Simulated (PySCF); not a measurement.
## From a computed spectrum to the compound

A species of 4 atoms with charge 3 has these harmonic modes (PBE0, small Gaussian bases with core potentials, PySCF 2.14.0):

| cm⁻¹ | km/mol | symmetry |
| --- | --- | --- |
| 258 | 82.4 | a' |
| 888 | 16.9 | a'' |
| 920 | 306.3 | a' |
| 1459 | 157.9 | a' |
| 3030 | 1497.5 | a' |
| 3097 | 810.9 | a'' |

**Question.** Which species is it, and in which structure?

**Answer.** [Tl(H2O)]3+ (singlet):
```xyz
4

Tl    0.0000   -0.0079   -0.1874
O     0.0000    0.1356    2.0823
H     0.8308   -0.2699    2.5382
H    -0.8308   -0.2699    2.5382
```
Ideal gas at 298.15 K and 1 bar: S = 272.7 J/(mol K), Cp = 45.1 J/(mol K), H − H(0 K) = 11.5 kJ/mol (rigid rotor, harmonic modes, spin degeneracy alone). 
 This is one of several that fit.
